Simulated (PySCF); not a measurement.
PySCF was given this input:
```python
from pyscf import gto, scf, dft

mol = gto.Mole()
mol.atom = '''
    O     0.935165   -0.417181   -0.004275
    Si   -0.411307    0.264718    0.008311
    H    -1.723023   -0.368613   -0.082152
'''
mol.basis = 'def2-tzvpp'
mol.charge = 0
mol.spin = 1
mol.verbose = 3
mol.build()

mf = dft.UKS(mol)
mf.xc = 'r2scan'
mf = mf.density_fit(auxbasis='def2-universal-jkfit')
mf.kernel()
mf.analyze()
```

Question: Give the <S^2> at the level DF-R2SCAN/def2-TZVPP (PySCF).

Answer: 0.758

Question: What is the computed nuclear repulsion energy (DF-R2SCAN/def2-TZVPP)?

Answer: 45.9352 Eh

Question: Estimate the total energy that DF-R2SCAN/def2-TZVPP returns for this input.

Answer: -365.2459 Eh

Question: What is the computed HOMO energy (DF-R2SCAN/def2-TZVPP)?

Answer: -6.08 eV

Question: Give the number of basis functions at the level DF-R2SCAN/def2-TZVPP.

Answer: 87

These values belong to the state on which the SCF converged, which isn't shown to be the lowest.
